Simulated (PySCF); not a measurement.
**Basis-set dependence of population analyses: `N#Cc1ccccn1`**

Species: C₆H₄N₂.
Geometry (PBE0-D3(BJ)/def2-SVP, Å), atoms numbered from 1 in this order:
```
atom  x, y, z in Å
N1     3.5583   -0.5350   -0.1046
C2     2.4068   -0.4179   -0.0653
C3     0.9769   -0.2301   -0.0119
C4     0.4593    1.0619    0.1452
C5    -0.9234    1.2081    0.1929
C6    -1.7196    0.0721    0.0829
C7    -1.0958   -1.1684   -0.0712
N8     0.2204   -1.3242   -0.1190
H9     1.1313    1.9175    0.2266
H10   -1.3707    2.1970    0.3143
H11   -2.8087    0.1394    0.1153
H12   -1.6949   -2.0812   -0.1600
```

PBE0 throughout (PySCF), one geometry, spherical d and f functions. Geometry: PBE0-D3(BJ)/def2-SVP; no solvent, vibrations or thermal averaging. The first 7 of 12 kinds of atom are listed.

Mulliken charges (e):

```csv
basis,functions,N1,C2,C3,C4,C5,C6,C7
STO-3G,44,-0.176,+0.084,+0.082,-0.070,-0.071,-0.077,+0.014
pcSseg-0,80,-0.339,+0.187,+0.170,-0.133,-0.205,-0.284,+0.112
6-31G,80,-0.265,+0.090,+0.155,-0.096,-0.151,-0.168,+0.005
6-31G*,120,-0.349,+0.203,+0.215,-0.165,-0.133,-0.187,+0.010
cc-pVDZ,132,-0.119,-0.003,+0.099,+0.014,+0.061,-0.059,+0.113
def2-SVP,132,+0.006,-0.009,-0.151,+0.044,+0.030,-0.046,+0.067
pcSseg-1,156,-0.235,+0.157,+0.097,-0.049,-0.009,-0.171,+0.149
aug-cc-pVDZ,220,-0.178,-0.663,+0.804,+1.343,+0.056,+1.145,-0.011
"6-311+G(2d,p)",240,-0.291,-0.103,+0.501,-0.050,-0.311,+0.108,-0.146
def2-TZVP,272,+0.013,-0.255,+0.300,-0.178,-0.108,-0.071,-0.070
cc-pVTZ,296,-0.089,-0.030,+0.116,-0.137,-0.094,-0.109,-0.058
IGLO-III,320,-0.292,+0.079,+0.291,-0.115,-0.039,-0.069,+0.036
```

IAO charges (e):

```
        basis  functions      N1      C2      C3      C4      C5      C6      C7
       STO-3G         44  -0.140  +0.080  +0.030  -0.126  -0.118  -0.137  -0.050
     pcSseg-0         80  -0.207  +0.135  +0.070  -0.150  -0.119  -0.161  -0.017
        6-31G         80  -0.209  +0.133  +0.079  -0.152  -0.121  -0.161  -0.025
       6-31G*        120  -0.217  +0.136  +0.092  -0.150  -0.112  -0.159   0.000
      cc-pVDZ        132  -0.209  +0.130  +0.093  -0.153  -0.115  -0.162  -0.002
     def2-SVP        132  -0.207  +0.131  +0.090  -0.150  -0.112  -0.158   0.000
     pcSseg-1        156  -0.218  +0.139  +0.091  -0.154  -0.115  -0.163  -0.001
  aug-cc-pVDZ        220  -0.222  +0.141  +0.096  -0.156  -0.117  -0.166  -0.002
6-311+G(2d,p)        240  -0.224  +0.143  +0.095  -0.156  -0.116  -0.165  -0.001
    def2-TZVP        272  -0.223  +0.142  +0.097  -0.156  -0.116  -0.165   0.000
      cc-pVTZ        296  -0.221  +0.140  +0.096  -0.156  -0.117  -0.166  -0.001
     IGLO-III        320  -0.224  +0.143  +0.096  -0.157  -0.117  -0.166  -0.002
```

Which scheme is steadiest as the basis changes?

Largest range over the bases for any column: IAO 0.08 e, Mulliken 1.52 e. IAO charges move least and Mulliken charges most, counted in e. Without the minimal STO-3G basis the ranges are IAO 0.03, Mulliken 1.52 e.

How much do the charges still move between the two largest bases, cc-pVTZ and IGLO-III?

At most, over all atoms: Mulliken 0.203 e, IAO 0.003 e.

What do the same runs give for the total energy, the frontier levels and the dipole moment?

| basis | energy (Eh) | HOMO (eV) | LUMO (eV) | μ (D) |
| --- | --- | --- | --- | --- |
| STO-3G | -335.8773 | -5.64 | 0.71 | 4.74 |
| pcSseg-0 | -339.3479 | -8.08 | -2.05 | 6.04 |
| 6-31G | -340.0212 | -7.86 | -1.70 | 5.90 |
| 6-31G* | -340.1189 | -7.94 | -1.69 | 5.70 |
| cc-pVDZ | -340.1495 | -8.02 | -1.80 | 5.49 |
| def2-SVP | -339.8749 | -8.14 | -1.90 | 5.60 |
| pcSseg-1 | -340.0813 | -8.23 | -2.03 | 5.83 |
| aug-cc-pVDZ | -340.1650 | -8.16 | -2.03 | 5.87 |
| 6-311+G(2d,p) | -340.2135 | -8.18 | -2.05 | 5.92 |
| def2-TZVP | -340.2424 | -8.16 | -2.01 | 5.84 |
| cc-pVTZ | -340.2324 | -8.12 | -1.96 | 5.76 |
| IGLO-III | -340.2466 | -8.17 | -2.05 | 5.88 |

The dipole is fixed by the density alone, so its range of 1.30 D shows that the density itself changes with the basis, not only its division among atoms.
